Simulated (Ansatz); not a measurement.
Ideal-gas functions of F₄Ga₂H₂, SMILES `[F][Ga@H-]1[F+][Ga@@H-]([F])[F+]1` at 800 K and 1 bar, from an Ansatz frequency run at PBE0-D4/def2-TZVP.

Molar mass 217.45 g/mol, point group C2v (symmetry number 2), electronic degeneracy 1, moments of inertia 148.126, 530.039, 563.702 u Å². Harmonic wavenumbers (cm⁻¹, unscaled): 57, 114, 146, 178, 202, 272, 319, 417, 464, 499, 555, 556, 568, 583, 706, 714, 2109, 2112.

Use S(trans) = R[1.5 ln M + 2.5 ln T − 1.1517]; rotational temperatures θ = 24.2544 K / I; S(rot) = R[ln(√π/σ · √(T³/θAθBθC)) + 1.5]; for each mode x = 1.438777 ν̃/T, S = R[x/(eˣ − 1) − ln(1 − e⁻ˣ)] and H = RT x/(eˣ − 1); 1 cm⁻¹ = 0.0119627 kJ/mol; R = 8.31446 J/(mol·K).

Question: By hand: the entropy, in J/(mol·K).

Answer: Translation 196.5. Rotation: θ = 0.1637, 0.0458, 0.043 K, giving 128.3. Vibration, mode by mode: 27.26, 21.50, 19.46, 17.82, 16.78, 14.34, 13.05, 10.90, 10.06, 9.49, 8.67, 8.65, 8.49, 8.29, 6.87, 6.78, 0.92, 0.91, in all 210.2. Electronic 0.0. Sum 535.0 J/(mol·K).

Question: By hand: H − E and G − E in kJ/mol, counted from the electronic energy.

Answer: Zero-point energy ½ × 10571 × 0.0119627 = 63.2; thermal vibration 75.3; translation, rotation and pV give 4 RT = 26.6. H − E = 165.1 kJ/mol, and G − E = 165.1 − 800 × 535.0/1000 = -262.9 kJ/mol.

Vibration gives 39 % of the entropy, 68.2 J/(mol·K) of it from the modes under 150 cm⁻¹: soft modes count most, and the harmonic formula is weakest for them.
